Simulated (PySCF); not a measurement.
A calculated (BP86, PySCF 2.14, 6-31G*, no relativity, point nucleus) atom or ion has these occupied shells.

```tsv
shell	electrons	orbital energy (eV)	rms radius, mean of both spins (bohr)
1s α	1	-11566.8	0.0537
1s β	1	-11566.7	0.0537
2s α	1	-1471.4	0.224
2s β	1	-1471.4	0.224
2p α	3	-1318.6	0.198
2p β	3	-1318.6	0.198
3s α	1	-206.37	0.652
3s β	1	-206.31	0.652
3p α	3	-154.72	0.673
3p β	3	-154.64	0.673
3d α	5	-63.605	0.756
3d β	5	-63.490	0.756
4s α	1	-33.616	1.97
4s β	1	-32.688	1.97
4p α	1	-23.452	2.29
```

Q: Name the element and its charge.

A: As²⁺ (arsenic, charge +2), in [Ar] 3d10 4s2 4p1, 2P determinant.
